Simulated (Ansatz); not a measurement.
Ansatz results at the PBE0-D4/def2-TZVP geometry: HOMO–LUMO gap (ωB97M-V/def2-TZVPP) 11.97 eV; size of the dipole moment (PBE/def2-TZVPP) 0.96 D; LUMO energy (PBE/def2-TZVPP) -1.16 eV.

Each molecule was computed in one conformer, which needn't be the lowest.

Q: Which molecule gave them?
A. `O[SiH2]S[SiH](Cl)Cl`
B. `O[SiH](Cl)[SiH](Cl)Cl`
C. `C=C[SiH](O)[SiH](O)O`
D. `C[SiH](C)[SiH2]Cl`

A: A. The others give `C[SiH](C)[SiH2]Cl`: 11.13, 1.71, -1.20; `C=C[SiH](O)[SiH](O)O`: 10.79, 1.50, -1.76; `O[SiH](Cl)[SiH](Cl)Cl`: 10.98, 1.24, -1.82.
